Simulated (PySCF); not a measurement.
C$_{4}$H$_{6}$Si, charge +1, doublet, at a GFN2-xTB geometry (a state made from the parent by changing its charge; the spin is typed, not shown lowest); B3LYP/6-31G (PySCF).

Input for PySCF:
```python
from pyscf import gto, scf, dft

mol = gto.M(
    atom='''
C    -1.22297230    0.75078937   -0.51141486
C    -0.02715283    1.29312926   -0.17636825
Si    1.27639494   -0.07885050    0.24867627
C    -0.28677661   -1.22192005    0.35874349
C    -1.36635914   -0.63823961   -0.21587962
H    -2.01628783    1.31897589   -0.98269124
H     0.17189996    2.35218440   -0.14497500
H     1.96693914    0.11919603    1.51453988
H     1.99934934   -0.41289031   -0.97056525
H    -0.29750373   -2.19506248    0.82251505
H    -2.27436082   -1.18105042   -0.45077585
''',
    basis='6-31g',
    charge=1,
    spin=1,
    verbose=4,
    symmetry=True,
)

mf = dft.UKS(mol)
mf.xc = 'b3lyp'
mf.irrep_nelec = {"A'": (15, 14), 'A"': (7, 7)}
mf.kernel()
mf.analyze()
```

Problem. What does PySCF print? Leave out banner, timings and long lists.

Solution. 
```
PySCF version 2.14.0

[INPUT] verbose = 4
[INPUT] num. atoms = 11
[INPUT] num. electrons = 43
[INPUT] charge = 1
[INPUT] spin (= nelec alpha-beta = 2S) = 1
[INPUT] symmetry True subgroup None
[INPUT] Mole.unit = angstrom
[INPUT] Symbol           X                Y                Z      unit          X                Y                Z       unit  Magmom
[...]
nuclear repulsion = 199.24559184991
point group symmetry = Cs
symmetry origin: [-2.57689930e-09 -3.00638243e-09 -3.00638248e-09]
symmetry axis x: [ 0.96985681 -0.04934529  0.23862691]
symmetry axis y: [ 0.22200471 -0.22478358 -0.94878146]
symmetry axis z: [-0.10045731 -0.97315846  0.207053  ]
num. orbitals of irrep A' = 36
num. orbitals of irrep A" = 25
number of shells = 39
number of NR pGTOs = 158
number of NR cGTOs = 61
basis = 6-31g
ecp = {}

******** <class 'pyscf.dft.uks_symm.SymAdaptedUKS'> ********
method = SymAdaptedUKS
initial guess = minao
damping factor = 0
level_shift factor = 0
DIIS = <class 'pyscf.scf.diis.CDIIS'>
diis_start_cycle = 1
diis_space = 8
diis_damp = 0
SCF conv_tol = 1e-09
SCF conv_tol_grad = None
SCF max_cycles = 50
direct_scf = True
direct_scf_tol = 1e-13
number electrons alpha = 22  beta = 21
irrep_nelec {"A'": (15, 14), 'A"': (7, 7)}
XC library pyscf.dft.libxc version 7.1.2
    S. Lehtola, C. Steigemann, M. J. T. Oliveira, and M. A. L. Marques,  SoftwareX 7, 1–5 (2018)
XC functionals = b3lyp
    P. J. Stephens, F. J. Devlin, C. F. Chabalowski, and M. J. Frisch,  J. Phys. Chem. 98, 11623 (1994)
radial grids:
    Treutler-Ahlrichs [JCP 102, 346 (1995); DOI:10.1063/1.469408] (M4) radial grids

becke partition: Becke, JCP 88, 2547 (1988); DOI:10.1063/1.454033
pruning grids: <function nwchem_prune>
grids dens level: 3
symmetrized grids: True
atomic radii adjust function: <function treutler_atomic_radii_adjust>
small_rho_cutoff = 0
Freeze 43 electrons in irreps ["A'", 'A"']
    0 free electrons in irreps
Set gradient conv threshold to 3.16228e-05
tot grids = 134504
init E= -445.941065547908

cycle= 1 E= -444.961817593674  delta_E= 0.979  |g|= 0.11  |ddm|= 2.31

cycle= 2 E= -444.968925207454  delta_E= -0.00711  |g|= 0.0713  |ddm|= 0.421

cycle= 3 E= -444.972641754284  delta_E= -0.00372  |g|= 0.0201  |ddm|= 0.149

cycle= 4 E= -444.972990393107  delta_E= -0.000349  |g|= 0.00694  |ddm|= 0.0398

cycle= 5 E= -444.973098817966  delta_E= -0.000108  |g|= 0.00267  |ddm|= 0.0186

cycle= 6 E= -444.973172752994  delta_E= -7.39e-05  |g|= 0.00154  |ddm|= 0.0223

cycle= 7 E= -444.973196049203  delta_E= -2.33e-05  |g|= 0.00082  |ddm|= 0.0148

cycle= 8 E= -444.973199985823  delta_E= -3.94e-06  |g|= 0.000321  |ddm|= 0.00641

cycle= 9 E= -444.973200488474  delta_E= -5.03e-07  |g|= 5.28e-05  |ddm|= 0.00263

cycle= 10 E= -444.973200504451  delta_E= -1.6e-08  |g|= 9.19e-06  |ddm|= 0.000486

cycle= 11 E= -444.973200504716  delta_E= -2.66e-10  |g|= 2.42e-06  |ddm|= 6.21e-05

Extra cycle  E= -444.973200504719  delta_E= -2.61e-12  |g|= 1.74e-06  |ddm|= 8.28e-06
converged SCF energy = -444.973200504719  <S^2> = 0.79561198  2S+1 = 2.0451034
**** SCF Summaries ****
Total Energy =                        -444.973200504718761
Nuclear Repulsion Energy =             199.245591849910255
One-electron Energy =                 -994.792748753783371
Two-electron Energy =                  350.573956399154326
Two-electron Coulomb Energy =          395.126197868681629
DFT Exchange-Correlation Energy =      -44.552241469527274
Wave-function symmetry = A'
alpha occupancy for each irrep:     A'   A"
                                    15    7
beta  occupancy for each irrep:     A'   A"
                                    14    7
**** MO energy ****
alpha MO #1 (A' #1), energy= -66.3405757322815 occ= 1
alpha MO #2 (A' #2), energy= -10.4471487519502 occ= 1
alpha MO #3 (A" #1), energy= -10.4471151514358 occ= 1
alpha MO #4 (A' #3), energy= -10.4323993715226 occ= 1
alpha MO #5 (A" #2), energy= -10.432024591933 occ= 1
alpha MO #6 (A' #4), energy= -5.50592403001007 occ= 1
[...]
beta  MO #10 (A' #7), energy= -1.07349933484567 occ= 1
beta  MO #11 (A" #4), energy= -0.95746674250024 occ= 1
beta  MO #12 (A' #8), energy= -0.847832120692683 occ= 1
beta  MO #13 (A' #9), energy= -0.753057603330098 occ= 1
beta  MO #14 (A" #5), energy= -0.73632281819912 occ= 1
beta  MO #15 (A' #10), energy= -0.71477864886255 occ= 1
beta  MO #16 (A" #6), energy= -0.638071054098218 occ= 1
beta  MO #17 (A' #11), energy= -0.623067238715426 occ= 1
beta  MO #18 (A' #12), energy= -0.579902352092236 occ= 1
beta  MO #19 (A' #13), energy= -0.544279220312353 occ= 1
beta  MO #20 (A" #7), energy= -0.531265394066958 occ= 1
beta  MO #21 (A' #14), energy= -0.524451283522386 occ= 1
beta  MO #22 (A" #8), energy= -0.391673541616697 occ= 0
beta  MO #23 (A' #15), energy= -0.262307296734734 occ= 0
beta  MO #24 (A" #9), energy= -0.175508423237382 occ= 0
beta  MO #25 (A" #10), energy= -0.121481750714757 occ= 0
beta  MO #26 (A' #16), energy= -0.121154851319508 occ= 0
beta  MO #27 (A' #17), energy= -0.084851249990507 occ= 0
beta  MO #28 (A' #18), energy= -0.0662563392052087 occ= 0
beta  MO #29 (A" #11), energy= -0.0324714167238398 occ= 0
beta  MO #30 (A' #19), energy= -0.0121308273729206 occ= 0
beta  MO #31 (A" #12), energy= 0.000173833333677376 occ= 0
beta  MO #32 (A' #20), energy= 0.00105177023774261 occ= 0
beta  MO #33 (A' #21), energy= 0.0180208453560842 occ= 0
beta  MO #34 (A' #22), energy= 0.0510501349481614 occ= 0
beta  MO #35 (A' #23), energy= 0.0790343374918467 occ= 0
beta  MO #36 (A" #13), energy= 0.0896503035160758 occ= 0
beta  MO #37 (A' #24), energy= 0.149765210586836 occ= 0
beta  MO #38 (A" #14), energy= 0.164697355692901 occ= 0
beta  MO #39 (A" #15), energy= 0.221896968642244 occ= 0
beta  MO #40 (A' #25), energy= 0.293711702907163 occ= 0
beta  MO #41 (A' #26), energy= 0.380474367335154 occ= 0
beta  MO #42 (A" #16), energy= 0.383861891028302 occ= 0
beta  MO #43 (A" #17), energy= 0.402231776024089 occ= 0
beta  MO #44 (A' #27), energy= 0.412819014014114 occ= 0
beta  MO #45 (A' #28), energy= 0.455351538219065 occ= 0
beta  MO #46 (A" #18), energy= 0.470080292353428 occ= 0
beta  MO #47 (A' #29), energy= 0.522157490984608 occ= 0
beta  MO #48 (A" #19), energy= 0.586632182665105 occ= 0
beta  MO #49 (A" #20), energy= 0.654852702966123 occ= 0
beta  MO #50 (A' #30), energy= 0.681314036110806 occ= 0
beta  MO #51 (A" #21), energy= 0.686038391308946 occ= 0
beta  MO #52 (A' #31), energy= 0.713845255159172 occ= 0
beta  MO #53 (A' #32), energy= 0.75743409045144 occ= 0
beta  MO #54 (A" #22), energy= 0.762247312344459 occ= 0
beta  MO #55 (A' #33), energy= 0.804894271077149 occ= 0
beta  MO #56 (A' #34), energy= 0.872589988544896 occ= 0
beta  MO #57 (A' #35), energy= 0.910848594675358 occ= 0
beta  MO #58 (A" #23), energy= 0.923464767484012 occ= 0
beta  MO #59 (A" #24), energy= 0.972215054565861 occ= 0
beta  MO #60 (A' #36), energy= 1.0848269230067 occ= 0
beta  MO #61 (A" #25), energy= 1.16144372077542 occ= 0
 ** Mulliken pop alpha/beta on meta-lowdin orthogonal AOs **
 ** Mulliken pop       alpha | beta **
In total            22.00000 | 21.00000
 ** Mulliken atomic charges   ( Nelec_alpha | Nelec_beta ) **
charge of  0C =     -0.02183  (     3.09534      2.92649 )
charge of  1C =     -0.11479  (     3.22617      2.88862 )
charge of  2Si =      0.57040  (     6.68878      6.74082 )
charge of  3C =     -0.11479  (     3.22617      2.88862 )
charge of  4C =     -0.02183  (     3.09534      2.92649 )
charge of  5H =      0.17780  (     0.40663      0.41558 )
charge of  6H =      0.18744  (     0.39918      0.41338 )
charge of  7H =     -0.00704  (     0.51351      0.49353 )
charge of  8H =     -0.02061  (     0.54308      0.47753 )
charge of  9H =      0.18744  (     0.39918      0.41338 )
charge of  10H =      0.17780  (     0.40663      0.41558 )

WARN: System has nonzero charge 1; the dipole moment is origin-dependent.
Location of origin: [0. 0. 0.]

Dipole moment(X, Y, Z, Debye): -0.92183,  0.11956,  0.11471
```
